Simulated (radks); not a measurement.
The numbers below are computed, except where a source is named.
Si, configuration [Ne] 3s2 3p2.

Code: a radial shooting solver on a logarithmic mesh with Libxc functionals. Model: non-relativistic Kohn-Sham, PBE, spin-polarised, spherical densities, point nucleus; open shells are filled with parallel spins first; hard spherical wall at 6 bohr.

Energy parts (Ry):
total: -578.41102
kinetic: 577.93443
electron-nucleus: -1380.17764
Hartree: 265.19072
exchange-correlation: -41.35853

Orbitals (lengths in bohr, moments of r in powers of bohr; <r^-3> diverges for s and p1/2; r(90%) holds 90 % of the orbital's charge):
| orbital | occ. | eigenvalue (Ry) | <r^-3> | r(90%) | <r> |
|---|---|---|---|---|---|
| 1s up | 1 | -130.8052 | - | 0.199 | 0.1117 |
| 1s down | 1 | -130.7937 | - | 0.199 | 0.1116 |
| 2s up | 1 | -10.10264 | - | 0.898 | 0.5700 |
| 2s down | 1 | -10.08991 | - | 0.898 | 0.5700 |
| 2p up | 3 | -6.92526 | 47.84 | 0.905 | 0.5384 |
| 2p down | 3 | -6.90837 | 47.79 | 0.905 | 0.5383 |
| 3s up | 1 | -0.77570 | - | 3.26 | 2.153 |
| 3s down | 1 | -0.64447 | - | 3.28 | 2.150 |
| 3p up | 2 | -0.27205 | 2.611 | 3.83 | 2.527 |
| 3p down | 0 | -0.14093 | 2.627 | 3.91 | 2.558 |
| 3d up | 0 | 0.34397 | 0.09514 | 4.51 | 3.156 |
| 3d down | 0 | 0.45787 | 0.09066 | 4.58 | 3.227 |
| 4s up | 0 | 0.46959 | - | 4.95 | 3.594 |
| 4s down | 0 | 0.54543 | - | 4.95 | 3.603 |
| 4p up | 0 | 0.76880 | 2.648 | 5.02 | 3.506 |
| 4p down | 0 | 0.84874 | 2.793 | 5.02 | 3.477 |

The highest occupied level is 3p up at -3.701 eV. Spin moment in Bohr magnetons: 2. The spin density at the nucleus is -0.2206 e/bohr^3 (1s -0.0954, 2s 0.0577, 3s -0.1829), a Fermi contact field of -11.6 T. The electron density at the nucleus is 1769 e/bohr^3. The density falls to 0.001 e/bohr^3 at r = 4.31 bohr. Summed over all electrons, <r^2> = 28.26 bohr^2, which gives a Langevin (diamagnetic) susceptibility term of -22.4 x 10^-6 cm^3/mol. The pressure on the wall is 2.08 GPa.
